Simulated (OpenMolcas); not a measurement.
Fe4+ (d4) among equal point charges was computed by CASSCF with the d shell active (OpenMolcas, ANO-RCC-VDZP on the metal). Its lowest spin-free states, and all those of the highest spin:

```tsv
2S+1	Degeneracy	E (cm-1)
5	1	0.0
5	1	852.0
5	2	1968
5	1	2444
3	1	26619
3	2	26723
3	1	27165
3	1	27476
3	2	28275
3	1	28301
3	2	28584
3	1	28654
```

Q: Is the site octahedral, tetrahedral or cube-like, axial, or of lower symmetry?

A: The states with 2S+1 = 5 have orbital degeneracies 1, 1, 2, 1. There are pairs but no triples, so the site is axial: not cubic, but with a proper or improper axis of order three or more. The run had Fe4+ among 6 point charges of -1.1 e arranged as a tetragonal octahedron (D4h), 1.88 Å from the ion, with the axial distance 1.805 Å.

Without dynamic correlation the repulsion within the d shell is too large (B by tens of per cent), so at a given field states of lower spin stand too high. Point charges give a weaker field than real ligands, and real ions of this kind are often low spin; the high spin found here belongs to the model. The ground term spreads over less than 5000 cm-1, several times less than with real ligands, so orbital moments are less quenched and χT lies further from the spin-only value than at real sites. Point charges carry no covalency, so the field is a model and not that of real ligands. No measured value stands beside these numbers.
